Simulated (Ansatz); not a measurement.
`C[SiH](F)Br` + HCl → `C[SiH](F)Cl` + HBr at 600 K and 1 bar (ligand exchange at the Si–Br bond).

Calculated with Ansatz (gas phase, PBE0-D4/def2-TZVP geometries, no zero-point term in ΔE). CBS: MP2 limit from def2 TZ/QZ plus the TZ coupled-cluster correction, frozen cores. This one scheme is used for every species. For Br outer-core shells are correlated without core-valence functions, which leaves a few kJ/mol of doubt a bond. Scalar relativity is left out up to krypton.

```
      species  CCSD(T)/CBS energy (Eh)  H − E (kJ/mol)  S (J/(mol·K))
`C[SiH](F)Br`              -3002.78099           180.9          403.4
          HCl               -460.38127            35.4          207.2
`C[SiH](F)Cl`               -889.24457           181.4          390.8
          HBr              -2573.91920            33.5          219.1
```

H − E and S are ideal-gas, rigid-rotor, harmonic terms from PBE0-D4/def2-TZVP, for one conformer and one mirror image of each species. 1 Eh = 2625.50 kJ/mol, R = 8.31446 J/(mol·K).

Task: By hand: ΔE, ΔH, ΔS and ΔG.

Result: ΔE = (-889.24457) + (-2573.91920) − (-3002.78099) − (-460.38127) = -0.00151 Eh = -4.0 kJ/mol. Δ(H − E) = 181.4 + 33.5 − 180.9 − 35.4 = -1.4, so ΔH = -5.4 kJ/mol. ΔS = 390.8 + 219.1 − 403.4 − 207.2 = -0.7 J/(mol·K). ΔG = -5.4 − 600 × (-0.7)/1000 = -5.0 kJ/mol.

Task: By hand: the equilibrium constant, and the temperature at which ΔG would vanish if ΔH and ΔS stayed fixed.

Result: log₁₀ K = −ΔG/(RT ln 10) = 0.4. ΔG = 0 at ΔH/ΔS = 7714 K, far beyond where these terms or the molecules hold.

The number of gas molecules stays the same, so ΔS is small and ΔH decides. The sign of ΔG lies within the doubt. A doubt of 5 kJ/mol in ΔE shifts log₁₀ K by 0.4 here. Other conformers and mirror images would add mixing entropy, several J/(mol·K) or more a flexible species. These are equilibria of isolated gas molecules and say nothing of rates. Largest T1 diagnostic: 0.010 (customary marks: 0.02 for closed shells, 0.045 for open ones).
